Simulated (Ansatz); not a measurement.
`C[NH][Ti]([F])([F])[Cl]` + H₂Se → `[F][Ti]([F])([Cl])[SeH]` + CH₃NH₂ at 298.15 K and 1 bar (ligand exchange at a Ti–N bond).

Program: Ansatz. Geometries: PBE0-D4/def2-TZVP. ΔE: electronic, gas phase. CCSD(T)/CBS adds triple-zeta CCSD(T) − MP2 to the extrapolated MP2 energy (def2 sets, frozen cores). For Se, Ti outer-core shells are correlated without core-valence functions, which leaves a few kJ/mol of doubt a bond. Scalar relativity is left out up to krypton. One conformer a species, not always the lowest.

| species | CCSD(T)/CBS energy (Eh) | H − E (kJ/mol) | S (J/(mol·K)) |
| --- | --- | --- | --- |
| `C[NH][Ti]([F])([F])[Cl]` | -1603.68396 | 182.8 | 394.4 |
| H₂Se | -2401.89790 | 45.8 | 219.1 |
| `[F][Ti]([F])([Cl])[SeH]` | -3909.82967 | 59.7 | 380.4 |
| CH₃NH₂ | -95.75281 | 180.0 | 240.4 |

H − E and S are ideal-gas, rigid-rotor, harmonic terms from PBE0-D4/def2-TZVP, for one conformer and one mirror image of each species. 1 Eh = 2625.50 kJ/mol, R = 8.31446 J/(mol·K).

Q: By hand: ΔE, ΔH, ΔS and ΔG.

A: ΔE = (-3909.82967) + (-95.75281) − (-1603.68396) − (-2401.89790) = -0.00062 Eh = -1.6 kJ/mol. Δ(H − E) = 59.7 + 180.0 − 182.8 − 45.8 = 11.1, so ΔH = 9.5 kJ/mol. ΔS = 380.4 + 240.4 − 394.4 − 219.1 = 7.3 J/(mol·K). ΔG = 9.5 − 298.15 × (7.3)/1000 = 7.3 kJ/mol.

Q: By hand: the equilibrium constant, and the temperature at which ΔG would vanish if ΔH and ΔS stayed fixed.

A: log₁₀ K = −ΔG/(RT ln 10) = -1.3. ΔG = 0 at ΔH/ΔS = 1301 K, though so small a ΔH makes that figure unsure.

The number of gas molecules stays the same, so ΔS is small and ΔH decides. A doubt of 5 kJ/mol in ΔE shifts log₁₀ K by 0.9 here. Other conformers and mirror images would add mixing entropy, several J/(mol·K) or more a flexible species. Modes under 60 cm⁻¹, often nearly free rotors, make the harmonic entropy too high. These are equilibria of isolated gas molecules and say nothing of rates. Largest T1 diagnostic: 0.024 (customary marks: 0.02 for closed shells, 0.045 for open ones).
